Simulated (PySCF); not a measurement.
Harmonic spectrum computed at PBE in the def2-TZVP basis family (core potentials from Rb on, PySCF, no spin–orbit coupling):

```
ω (cm⁻¹)  IR (km/mol, summed over degenerate members)  degeneracy
     577                                          318           2
     604                                          144           1
    1750                                          0.0           1
    1755                                          580           2
```

**Question.** Which molecule gave it? In each, all ligands are bound to the one heavy central atom.
A. AsH₃ (singlet)
B. AlH₃ (singlet)
C. PH₃ (singlet)
D. InH₃ (singlet)

**Answer.** D. It has D3h symmetry with In–H 1.737 Å (×3).
